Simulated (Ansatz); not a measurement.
Born–Oppenheimer molecular dynamics of C₂H₆BClO (11 atoms, charge 0, multiplicity 1). It starts from a relaxed structure.

These are results of Ansatz, RKS r2SCAN/STO-3G, not measurements.

| Quantity | Value |
| --- | --- |
| ensemble | NVT, Nosé–Hoover chain |
| time step | 0.5 fs |
| steps asked | 185 |
| set temperature | 700 K |
| thermostat | time constant 100 fs, chain length 3 (defaults) |
| masses | H 2.014 u |
| seed | 269452 |

First frame:

```xyz
11
Properties=species:S:1:pos:R:3
B 1.140 1.536 -0.581
C 0.157 0.534 0.134
Cl -0.296 1.141 -1.931
O 0.448 -0.794 0.245
C -0.744 -1.615 0.627
H 2.160 1.101 -0.951
H 1.060 2.656 -0.256
H -0.809 0.852 0.592
H -1.419 -1.704 -0.247
H -1.280 -1.155 1.480
H -0.350 -2.608 0.908
```

How far do the bonds stretch over the last three quarters of this one trajectory? (Pairs bonded in most of those frames.)


| bond | mean (Å) | spread (Å) | shortest | longest |
| --- | --- | --- | --- | --- |
| B1–C2 | 1.583 | 0.029 | 1.54 | 1.64 |
| B1–Cl3 | 2.027 | 0.034 | 1.96 | 2.07 |
| B1–H6 | 1.173 | 0.061 | 1.08 | 1.27 |
| B1–H7 | 1.175 | 0.059 | 1.08 | 1.29 |
| C2–Cl3 | 2.188 | 0.037 | 2.12 | 2.27 |
| C2–O4 | 1.368 | 0.026 | 1.33 | 1.42 |
| C2–H8 | 1.125 | 0.041 | 1.06 | 1.19 |
| O4–C5 | 1.499 | 0.018 | 1.47 | 1.53 |
| C5–H9 | 1.111 | 0.007 | 1.10 | 1.12 |
| C5–H10 | 1.111 | 0.025 | 1.07 | 1.15 |
| C5–H11 | 1.108 | 0.012 | 1.09 | 1.13 |

Mean temperature of the second half: 391 K. The conserved energy stayed within 0.39 meV per atom of its start (net change 0.17 meV per atom), so the integration is sound. The mean temperature of the second half is 44 % below the set value. A run of 0.092 ps of so small a system gives no equilibrium averages. Limits of this set-up: minimal basis.

Run time: 6.2 min on 1 thread of Arm Neoverse V2, with other jobs on the host, peak memory 0.088 GiB.
